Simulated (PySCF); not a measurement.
C2H5N, SMILES C=NC.

Geometry: PBE0-D3(BJ)/def2-TZVP.

Two levels are set side by side: TDA-PBE/def2-SVPD (PySCF) and TDA-CAM-B3LYP/def2-SVPD (PySCF). Vertical, same geometry. The lowest singlet is HOMO→LUMO 99 % with PBE and HOMO→LUMO 98 % with the other functional; states are paired by order. Differences are taken from unrounded values.

```csv
quantity,TDA-CAM-B3LYP
lowest singlet excitation (eV),5.06
lowest triplet excitation (TDA) (eV),4.15
first bright state (f over 0.05) (eV),8.47
its oscillator strength,0.31
```

Task: What does TDA-PBE give, and how far is it from TDA-CAM-B3LYP? (Estimate from the structure and the level; the computed values follow.)

Result: 
```
quantity                               TDA-PBE  TDA-PBE minus TDA-CAM-B3LYP
-------------------------------------  -------  ---------------------------
lowest singlet excitation (eV)            4.83                        -0.23
lowest triplet excitation (TDA) (eV)      3.94                        -0.21
first bright state (f over 0.05) (eV)     7.84                        -0.63
its oscillator strength                   0.16                        -0.15
```

Functionals without exact exchange tend to place singlet excitations lower, as here. Differences between two approximate levels are no errors against the true value.

Rough cost on one machine, each run with all the roots and properties that it gave: TDA-CAM-B3LYP against TDA-PBE about 3 times.
